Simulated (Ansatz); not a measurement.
CH7AsOSi, SMILES `O[SiH2]C[AsH2]`. The species carries charge 0 and has multiplicity 1. All single points use the PBE0-D4/def2-TZVP geometry. It is one conformer, not always the lowest.

```xyz
11

O    -1.816    1.453    0.669
Si   -0.476    0.487    0.691
C    -0.047   -0.252   -0.962
As    1.493   -1.493   -0.837
H    -1.733    2.324    0.281
H    -0.798   -0.603    1.643
H     0.710    1.255    1.167
H    -0.881   -0.822   -1.379
H     0.226    0.510   -1.697
H     0.974   -2.264    0.372
H     2.349   -0.594    0.052
```

(1) What is the dipole moment at B3LYP/def2-TZVPP? (Best estimate.)

(2) And with PBE, r2SCAN, ωB97M-V? (Best estimate.)

(3) Give the Mulliken charges with B3LYP, PBE, r2SCAN in def2-TZVPP. (Estimate.)

Results:

(1) The calculation gave: 1.61 D, with components (0.25, 1.10, -1.15) D in this frame, pointing from negative to positive charge.

(2) Computed: PBE 1.58 D, r2SCAN 1.60 D, ωB97M-V 1.61 D.

(3) Computed: 
```json
{"atom": "O1", "B3LYP": "-0.40", "PBE": "-0.36", "r2SCAN": "-0.42"}
{"atom": "Si2", "B3LYP": "0.48", "PBE": "0.37", "r2SCAN": "0.48"}
{"atom": "C3", "B3LYP": "-0.34", "PBE": "-0.31", "r2SCAN": "-0.29"}
{"atom": "As4", "B3LYP": "0.09", "PBE": "0.06", "r2SCAN": "0.08"}
{"atom": "H5", "B3LYP": "0.18", "PBE": "0.18", "r2SCAN": "0.19"}
{"atom": "H6", "B3LYP": "-0.08", "PBE": "-0.07", "r2SCAN": "-0.08"}
{"atom": "H7", "B3LYP": "-0.10", "PBE": "-0.09", "r2SCAN": "-0.10"}
{"atom": "H8", "B3LYP": "0.12", "PBE": "0.12", "r2SCAN": "0.10"}
{"atom": "H9", "B3LYP": "0.11", "PBE": "0.11", "r2SCAN": "0.09"}
{"atom": "H10", "B3LYP": "-0.02", "PBE": "-0.01", "r2SCAN": "-0.02"}
{"atom": "H11", "B3LYP": "-0.02", "PBE": "-0.01", "r2SCAN": "-0.02"}
```

B3LYP here is the variant with VWN-RPA as its local correlation; programs differ in this.
